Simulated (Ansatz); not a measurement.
Input file for Ansatz (a first-principles code): R-CCSD(T)/cc-pVDZ on C4F6 (SMILES FC(F)=C(F)C(F)=C(F)F).

Ansatz 0.2 input:
```yaml
crystal:
  periodic: [false, false, false]
  atoms:
    - {symbol: F, position_ang: [1.58415285, 0.15644530, 1.37017121]}
    - {symbol: C, position_ang: [0.67285236, 1.04598489, 1.04182321]}
    - {symbol: F, position_ang: [0.67401960, 2.07298649, 1.85752048]}
    - {symbol: C, position_ang: [-0.16424207, 0.90922413, 0.01820462]}
    - {symbol: F, position_ang: [-1.02686868, 1.91576249, -0.24007876]}
    - {symbol: C, position_ang: [-0.23489878, -0.23539720, -0.86221527]}
    - {symbol: F, position_ang: [-0.11953676, 0.01918610, -2.18351400]}
    - {symbol: C, position_ang: [-0.40587927, -1.49640256, -0.47769080]}
    - {symbol: F, position_ang: [-0.40917816, -2.52021129, -1.29738708]}
    - {symbol: F, position_ang: [-0.57042109, -1.86767837, 0.77316640]}
basis:
  gaussian:
    orbitals: cc-pVDZ
magnetization: {spin_polarized: false}
correlation: {method: ccsd_t, electrons: outside_noble_gas}
scf: {lower_state_search: off}
```

Output:

```
WARN ansatz: RAYON_NUM_THREADS=4 ignored (pool sized by the plan → 4); use --threads N
Functional definition: HF
these checks for a lower state are left out or cut short: stability, starts, cluster_reference, orbital_swaps, neighbouring_geometries, increment
integrals: 0.32 GiB planned
1298 factors; integrals over basis functions are off by at most 1.0e-3 eV
mean field: 0.78 GiB planned
mean field evaluation 1: about -20348.4991 eV, gradient 4.9e1 eV
mean field evaluation 2: about -20349.7132 eV, gradient 5.1e1 eV
mean field evaluation 4: about -20354.8902 eV, gradient 5.0e0 eV
mean field evaluation 8: about -20355.0071 eV, gradient 4.4e-1 eV
mean field evaluation 16: about -20355.0082 eV, gradient 2.8e-6 eV
mean field -20355.00815990 eV, -748.0327527564 hartree, gradient 2.8e-6 eV, S^2 0.000000; 0 other end points of the search recorded, 0 dependent functions left out
10 core orbitals not correlated
reference -20355.00815990 eV, -748.0327527564 hartree; 29, 29 occupied and 101, 101 virtual orbitals, 1298 factors
second order -43.77044794 eV of doubles, -0.00000000 eV of singles
coupled cluster: 1.32 GiB planned
cycle   1  -43.30408320 eV  change    4.7e-1 eV  update   1.5e-1
cycle   2  -44.23412840 eV  change   -9.3e-1 eV  update   4.8e-2
cycle   3  -44.50583157 eV  change   -2.7e-1 eV  update   2.3e-2
cycle   4  -44.49240687 eV  change    1.3e-2 eV  update   5.0e-3
cycle   5  -44.48581358 eV  change    6.6e-3 eV  update   2.1e-3
cycle   6  -44.48759298 eV  change   -1.8e-3 eV  update   6.0e-4
cycle   7  -44.48762708 eV  change   -3.4e-5 eV  update   2.3e-4
cycle   8  -44.48728684 eV  change    3.4e-4 eV  update   8.3e-5
cycle   9  -44.48726943 eV  change    1.7e-5 eV  update   3.5e-5
perturbative correction -1.16817744 eV, -0.0429297292 hartree
Total energy: -20400.66360678 eV, -749.7105594826 hartree
Checks for a lower state left out: stability, starts, cluster_reference, orbital_swaps, neighbouring_geometries, increment
```

The run converged.

Cost: about 2.0 core-minutes (a rough figure).
